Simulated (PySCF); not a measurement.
A structure optimised at TPSSh-D3(BJ)/def2-SVP, used in a PySCF frequency run:

```xyz
9

C     -1.0944    -2.7007     0.0000
C     -1.1259    -1.2051     0.0000
C     -0.0571    -0.3963     0.0000
Cl     1.5841    -0.9658     0.0000
Br    -0.2245     1.4920     0.0000
H     -1.6188    -3.0955    -0.8866
H     -0.0652    -3.0827     0.0000
H     -1.6188    -3.0955     0.8866
H     -2.1032    -0.7134     0.0000
```

Q: Write its SMILES, formula and point group.

A: C/C=C(\Cl)Br, C₃H₄BrCl, Cs

Q: What are its rotational constants (standard atomic weights)?

A: 3.8208, 1.4569, 1.0617 GHz
